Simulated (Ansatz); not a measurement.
Ansatz (an electronic-structure program) input:

Ansatz 0.2 input:
```yaml
crystal:
  periodic: [false, false, false]
  atoms:
    - {symbol: Si, position_ang: [0.03437511, 0.01675544, 0.26830764]}
    - {symbol: Br, position_ang: [0.40852668, 0.19898476, 2.46378149]}
    - {symbol: N, position_ang: [1.59857086, -0.32838157, -0.34601731]}
    - {symbol: N, position_ang: [-0.86614218, 1.43613160, -0.07221700]}
    - {symbol: N, position_ang: [-0.95315876, -1.28537740, -0.24464628]}
    - {symbol: H, position_ang: [1.71712036, -0.58074998, -1.31047551]}
    - {symbol: H, position_ang: [2.41015127, 0.14371201, 0.01328344]}
    - {symbol: H, position_ang: [-1.28660709, 1.56491987, -0.97452700]}
    - {symbol: H, position_ang: [-0.62902644, 2.31493760, 0.35426784]}
    - {symbol: H, position_ang: [-0.58678784, -2.21943641, -0.18011888]}
    - {symbol: H, position_ang: [-1.93008097, -1.27019525, -0.00813114]}
basis:
  gaussian:
    orbitals: def2-TZVP
hamiltonian:
  xc: b3lyp
  dispersion: d3bj
relax: {f_tol: 0.002, max_steps: 150}
```

Question: Which total energy does the run end on?

Answer: -3031.83104 Eh (B3LYP-D3(BJ)/def2-TZVP). The basis has 214 functions. The run takes about 2.5 core-minutes (a rough figure).
